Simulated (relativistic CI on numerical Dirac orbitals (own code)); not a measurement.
Method of calculation: Dirac-Coulomb-Breit CI, KLI orbitals optimised for each configuration, model QED (radiative potential, 1s self-energy scaled to tabulated hydrogen-like ionisation energies), unscaled Slater integrals (own radial code, finite nucleus).

Configurations in the expansion (outside the closed core [Ne]): 3s²3p⁶3d⁶, 3s²3p⁵3d⁷, 3s²3p⁴3d⁸, 3s3p⁶3d⁷, 3p⁶3d⁸, 3s3p⁵3d⁸, 3s²3p⁶3d⁵4s, 3s²3p⁶3d⁵4p, 3s²3p⁴3d⁷4s, 3s²3p⁶3d⁵4d, 3s²3p⁴3d⁷4p, 3s²3p⁵3d⁶4s, 3s²3p⁶3d⁵4f, 3s²3p⁴3d⁷4d, 3s3p⁵3d⁷4s, 3s²3p⁵3d⁶4p, 3s²3p⁵3d⁶4d, 3s²3p⁶3d⁴4s², 3s3p⁶3d⁶4s, 3p⁶3d⁷4s, 3p⁶3d⁷4p, 3s²3p⁶3d⁵5s, 3p⁶3d⁷4d, 3s3p⁶3d⁵4s². Levels of other configurations are missing.

At this charge energies of transitions that change n are usually good to better than 1 %, and those within a shell (Δn = 0) to a few per cent.

Outline of the computed level scheme of Tl LVIII. Lowest level of each configuration: 3s²3p⁶3d⁶ ³F4 at 0.000 eV; 3s²3p⁵3d⁷ ⁵G°6 at 465.334 eV.

Some strong electric-dipole decays among the lowest 45 levels: 3s²3p⁵3d⁷ ³D°3 → 3s²3p⁶3d⁶ ³F4 (2.8e+12 s⁻¹); 3s²3p⁵3d⁷ ³F°4 → 3s²3p⁶3d⁶ ³F4 (2.2e+12 s⁻¹); 3s²3p⁵3d⁷ ³P°2 → 3s²3p⁶3d⁶ ³P2 (1.3e+12 s⁻¹); 3s²3p⁵3d⁷ ¹P°1 → 3s²3p⁶3d⁶ ³P2 (9.7e+11 s⁻¹); 3s²3p⁵3d⁷ ³D°3 → 3s²3p⁶3d⁶ ³P2 (7.2e+11 s⁻¹); 3s²3p⁵3d⁷ ³G°5 → 3s²3p⁶3d⁶ ³F4 (4.0e+11 s⁻¹); 3s²3p⁵3d⁷ ¹P°1 → 3s²3p⁶3d⁶ ³P0 (3.7e+11 s⁻¹); 3s²3p⁵3d⁷ ³D°3 → 3s²3p⁶3d⁶ ³P2 (2.2e+11 s⁻¹).

LS names give the leading component of a level, which can be under half, so a name can repeat, a term be missing and a line seem to break the LS rules.
